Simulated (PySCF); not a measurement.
An unknown is described by computed data only.

Formula: CH4ClFSi.

| Item | Value |
| --- | --- |
| 1H NMR | chemical shifts (computed TMS as zero) by class: 4.80 (2 H), 3.00 (2 H) ppm [GIAO PBE0/pcSseg-1] |
| Rotational structure | rotational constants A, B, C: 17.625, 1.836, 1.716 GHz [PBE0-D3(BJ)/def2-SVP] |
| UV, first state | lowest singlet excitation: 6.51 eV (190 nm, f = 0.019) [TDDFT B3LYP/def2-SVPD] |
| XPS | Si2p3/2 108.4, Cl2p3/2 206.5, C1s 292.3, F1s 692.5, Si1s 1848.2, Cl1s 2829.1 eV [ΔSCF SCAN, pcX-2 on the ionised atom, pcseg-1 elsewhere, spin-free X2C, 2p3/2 from a spin–orbit splitting computed afterwards within the 2p shell] |
| Valence photoelectron | vertical ionisation energy: 10.87 eV [ΔSCF B3LYP/def2-SVPD] |
| 13C NMR | chemical shifts (computed TMS as zero) by class: 28.8 (1 C) ppm [GIAO PBE0/pcSseg-1] |
| UV, strongest line | among the 10 lowest singlet transitions: S9 at 8.58 eV (145 nm, f = 0.047) [TDDFT B3LYP/def2-SVPD] |
| Dipole | 0.53 D [B3LYP/def2-SVPD] |
| NMR, other nuclei | isotropic shieldings of nuclei other than C and H, by class: 377 (1 F), 360 (1 Si), 978 (1 Cl) ppm [GIAO PBE0/pcSseg-1] |

Gas-phase values; electronic properties from PySCF, density fitting. Levels stand in brackets. One conformer (not necessarily the lowest) at the PBE0-D3(BJ)/def2-SVP geometry, without solvent, vibrations or thermal averaging. NMR classes are plain means over equivalent atoms (diastereotopic ones count apart unless rotation or inversion swaps them), as if these changed places fast.

Q: Give a SMILES that accounts for the data.

A: Numbering: `[F:1][SiH2:2][CH2:3][Cl:4]`. Its formula, CH4ClFSi, gives 0 degrees of unsaturation, so no ring and no π bond. The one carbon: sp3 C–Cl carbon [C3] (28.8 ppm). Hydrogen classes from least to most shielded: 2 H on a fluorine-bound silicon, Si2 (4.80 ppm), 2 H on an sp3 C–Cl carbon, C3 (3.00 ppm). The other shieldings belong to: 377 ppm, silicon-bound fluorine [F1]; 360 ppm, fluorine-bound silicon [Si2]; 978 ppm, alkyl chlorine [Cl4]. The core levels belong to: Si2p3/2 108.4 eV, fluorine-bound silicon [Si2]; Cl2p3/2 206.5 eV, alkyl chlorine [Cl4]; C1s 292.3 eV, sp3 C–Cl carbon [C3]; F1s 692.5 eV, silicon-bound fluorine [F1]; Si1s 1848.2 eV, fluorine-bound silicon [Si2]; Cl1s 2829.1 eV, alkyl chlorine [Cl4]. S1 is mainly HOMO→LUMO (weight 0.97); the largest Löwdin shares of the orbital it empties are 0.61 on the alkyl chlorine, 0.20 on the sp3 C–Cl carbon and 0.09 on the fluorine-bound silicon, of the orbital it fills 0.32 on the alkyl chlorine, 0.23 on the fluorine-bound silicon, 0.17 on the sp3 C–Cl carbon and 0.08 on the silicon-bound fluorine. The optimised geometry has point group Cs and is an asymmetric top. Structure: `F[SiH2]CCl` (chloromethylfluorosilane). The assignments are read from this structure; whether some other isomer fits the data as well wasn't checked.

Conformer computed: `[F:1][SiH2:2][CH2:3][Cl:4]`: F1–Si2–C3–Cl4 180°.
